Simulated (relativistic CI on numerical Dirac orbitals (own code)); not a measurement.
# Ir⁷⁺: N6,7 absorption edge

Computed with this model: Dirac-Coulomb-Breit CI, separate exchange-only KLI orbitals for each configuration, model QED, valence Slater integrals scaled by 0.8, multiplet model of core-to-valence dipole absorption; configurations [Xe] 4f14 5d2 → [Xe] 4f13 5d3; 300 K; Lorentzian 0.18 eV and Gaussian 0.3 eV FWHM. Energies are those of the free ion, without screening or charge transfer. The branching ratio is the share of the lower-energy edge in the whole absorption, uncertain by about 0.02 where the edges overlap. S is read from ⟨S²⟩ = S(S + 1).

Field parameters in Wybourne normalisation: Oh B⁴₀ = 21Dq, B⁴₄ = √(5/14) B⁴₀. The field is a parameter set, without covalency.

Computed curve for Oh, 10Dq = 10000 cm⁻¹, scaled to 100 at the maximum (points under 2 are left out and the grid is thinned):

(Energy (eV), Intensity): (67.1, 2.1), (67.2, 3.1), (67.4, 3.8), (67.5, 3.1), (67.6, 2.2), (68.1, 2.4), (68.2, 2.9), (68.3, 3.5), (68.5, 4.1), (68.6, 4.0), (68.7, 4.5), (68.9, 10.1), (69.0, 15.7), (69.1, 20.3), (69.3, 17.0), (69.4, 13.5), (69.5, 12.1), (69.6, 12.2), (69.8, 15.6), (69.9, 18.1), (70.0, 19.5), (70.2, 20.3), (70.3, 22.6), (70.4, 29.8), (70.6, 70.5), (70.7, 92.8), (70.8, 100.0), (71.0, 72.8), (71.1, 55.6), (71.2, 44.9), (71.4, 41.6), (71.5, 48.4), (71.6, 59.8), (71.8, 74.8), (71.9, 74.5), (72.0, 71.9), (72.2, 59.2), (72.3, 50.7), (72.4, 44.4), (72.6, 37.1), (72.7, 35.5), (72.8, 34.6), (73.0, 29.5), (73.1, 25.2), (73.2, 21.2), (73.3, 18.7), (73.5, 17.4), (73.6, 15.5), (73.7, 12.5), (73.9, 7.9), (74.0, 6.8), (74.1, 6.1), (74.3, 5.0), (74.4, 4.5), (74.5, 4.1), (74.7, 3.6), (74.8, 3.3), (74.9, 3.0), (75.1, 2.4), (75.2, 2.1)

The ground state has S = 0.94, and the centroid lies at 71.47 eV.
